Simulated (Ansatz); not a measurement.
`[AlH2][SiH2][O][AlH][SiH3]`. The species carries charge 0 and has multiplicity 1.

Z-matrix (Å, degrees):
```
Al
Si 1 2.778
Al 1 2.806 2 53.2
Si 1 2.469 2 87.3 3 -59.9
H 1 1.878 2 32.7 3 166.1
H 1 1.582 2 122.7 3 140.6
H 1 1.722 2 78.4 3 33.0
H 2 1.487 1 112.9 3 118.0
H 2 1.490 1 122.6 3 -108.7
O 3 1.731 1 83.2 2 -115.2
H 3 1.576 1 142.4 2 106.6
H 4 1.491 1 113.2 2 175.0
H 4 1.492 1 116.8 2 -59.9
```

(1) List the harmonic frequencies (cm⁻¹, unscaled) at PBE0-D4/def2-TZVP in Ansatz. (Best estimate.)

(2) Is this a minimum?

(3) Give the ideal-gas thermochemistry at 298.15 K and 1 bar (rigid rotor, harmonic oscillator; point group C1, symmetry number 1).

(4) And at 400, 500, 600, 800 and 1000 K?

Answers

(1) Computed: 89, 163, 183, 256, 287, 299, 355, 384, 407, 436, 456, 470, 517, 567, 583, 668, 708, 744, 842, 865, 918, 938, 954, 1145, 1207, 1460, 1838, 1935, 1957, 2188, 2190, 2206, 2230.

(2) Yes, all 33 modes are real.

(3) Zero-point energy 182.1 kJ/mol; H(298) − E = 208.5 kJ/mol; entropy 381.0 J/(mol·K), of which translation 170.0, rotation 119.5, vibration 91.6; G(298) − E = 94.9 kJ/mol. Modes under 100 cm⁻¹ are hindered rotations or soft bends, so the harmonic entropy is rough.

(4) 
| T (K) | H − E (kJ/mol) | S (J/mol/K) | G − E (kJ/mol) |
| --- | --- | --- | --- |
| 400 | 225.5 | 430.0 | 53.5 |
| 500 | 244.8 | 472.8 | 8.4 |
| 600 | 265.9 | 511.4 | -40.9 |
| 800 | 312.6 | 578.4 | -150.1 |
| 1000 | 363.5 | 635.0 | -271.6 |
